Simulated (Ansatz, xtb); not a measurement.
Ligand exchange: InH2(NH2) + CH6N2 → InH(NH2)2 + CH5N

Gas-phase species: InH2(NH2), singlet; CH6N2 (methylhydrazine) `CNN`, singlet; InH(NH2)2, singlet; CH5N (methylamine) `CN`, singlet. The partners trade H for NH2: In–H and N–NH2 bonds give way to In–NH2 and N–H.

Shapes, held fixed at every level: PBE0-D4/def2-TZVP. Flexible molecules stand in one conformer, not always the lowest. Programs: Ansatz 0.2.0, xtb 6.7.1. The zero-point and thermal change to 298 K, harmonic and unscaled (PBE0-D4/def2-TZVP), is +6.2 kJ/mol.

```
              level                    kind  ΔH(298 K) (kJ/mol)  less CCSD(T)/def2-TZVPP
           GFN0-xTB          semi-empirical                +6.6                   +167.6
      HF/def2-TZVPP            Hartree–Fock              -153.1                     +7.9
   SPW92/def2-TZVPP                     LDA              -136.1                    +24.9
B3LYP-D4/def2-TZVPP           global hybrid              -151.4                     +9.6
BHLYP-D4/def2-TZVPP           global hybrid              -154.3                     +6.7
 wB97M-V/def2-TZVPP  range-separated hybrid              -152.5                     +8.5
 wB97X-V/def2-TZVPP  range-separated hybrid              -149.0                    +12.0
       MP2/def2-SVP     perturbation theory              -147.5                    +13.5
 CCSD(T)/def2-TZVPP   coupled cluster or CI              -161.0                      0.0
```

The highest level, CCSD(T)/def2-TZVPP, gives ΔH(298 K) = -161.0 kJ/mol; the levels span -161.0 to +6.6. They disagree on the sign: 1 of 9 are positive. GFN0-xTB strays far from the other rows. The column of differences is taken from that level and isn't an error. No measured value is set beside it here. For atoms past krypton def2 sets carry core potentials with scalar relativity. Outer-core shells of In are correlated, in sets that cover them unevenly. CCSD(T)/def2-TZVPP lies outside the range of the other correlated levels here, so it shouldn't be taken on trust.
